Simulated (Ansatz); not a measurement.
Energy landscape of Cl₂Mg, singlet: symmetric bend, bond length relaxed. Scanned: Cl-Mg-Cl angle. Other coordinates (Mg-Cl bond length) were minimised at B3LYP/def2-TZVP.

The free coordinates were minimised at B3LYP/def2-TZVP in PySCF; the energy column is CCSD(T) on RHF/aug-cc-pVQZ, frozen core (Ansatz, a program for electronic structure), in kcal/mol.

```
a / °  Mg-Cl bond length / Å     E
-----  ---------------------  ----
180                    2.177   0.0
167                    2.177   0.6
157                    2.178   1.7
147                    2.180   3.6
137                    2.183   6.3
127                    2.186   9.8
117                    2.191  14.3
107                    2.201  20.1
97                     2.216  27.8
87                     2.246  38.5
80                     2.283  49.1
```
